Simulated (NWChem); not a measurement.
CH4AlBrO; SMILES [Br][Al]([CH3])[OH]

```xyz
8

Al    -0.0528    -0.9513     0.0001
Br     0.0183     1.3161     0.0000
C      1.5614    -2.0155     0.0000
H      1.3261    -3.0906     0.0027
H      2.1813    -1.7929     0.8834
H      2.1783    -1.7968    -0.8865
O     -1.5732    -1.7072     0.0000
H     -2.4244    -1.2664    -0.0002
```
Atoms are numbered in this order, from 1.

Computed with NWChem. Coordinates come from a PBE0/def2-SVP optimisation. Ions are spin-unrestricted doublets at the neutral geometry; other ion states weren't tried.

For level PBE/def2-SVP:

```yaml
vertical ionisation energy, ΔSCF (eV): 9.95
"−ε(HOMO) (eV)": 6.83
```

Question: Estimate the same quantities for level B3LYP/def2-SVP.

Answer: The vertical ionisation energy, ΔSCF (eV) is 10.33 and the −ε(HOMO) (eV) comes out as 7.86.
